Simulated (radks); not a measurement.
Values are calculated unless marked as measured or tabulated.
Valence configurations of Lu (all share [Xe]). Level of theory: non-relativistic Kohn-Sham, LDA (Slater exchange, Perdew-Wang correlation), spin-unpolarised, spherical densities, point nucleus; relativity is left out, which matters for an element this heavy (a radial shooting solver on a logarithmic mesh with Libxc functionals). Energies are relative to 4f14 5d1 6s2; eigenvalues in eV.

valence,E (eV),e(4f),e(5d),e(6p),e(6s)
4f14 5d1 6s2,0.000,-15.454,-2.821,-,-4.223
4f14 5d0.5 6s2 6p0.5,0.829,-17.235,-4.000,-1.964,-4.887
4f14 5d1 6s1.5 6p0.5,1.368,-16.072,-3.320,-1.808,-4.578
4f14 6s2 6p1,2.054,-19.158,-,-2.388,-5.549
4f14 5d1 6s1 6p1,2.772,-16.665,-3.796,-2.063,-4.907
4f13.5 5d1 6s1.5 6p1,9.809,-21.836,-5.169,-2.268,-5.380
4f13 5d2 6s2,15.991,-23.447,-4.003,-,-4.479
4f13 5d1 6s2 6p1,19.287,-27.378,-6.706,-2.488,-5.868
4f13 6s2 6p2,24.500,-31.613,-,-3.309,-7.173
4f12 5d1 6s2 6p2,50.193,-40.498,-11.090,-3.398,-7.444

NIST lists [Xe] 4f14 5d1 6s2 as the ground configuration; this level of theory agrees among the configurations tried. The energies are those of spherical spin-averaged densities, not of single terms. Relativity is left out, which favours d and f over s occupation in heavy atoms.
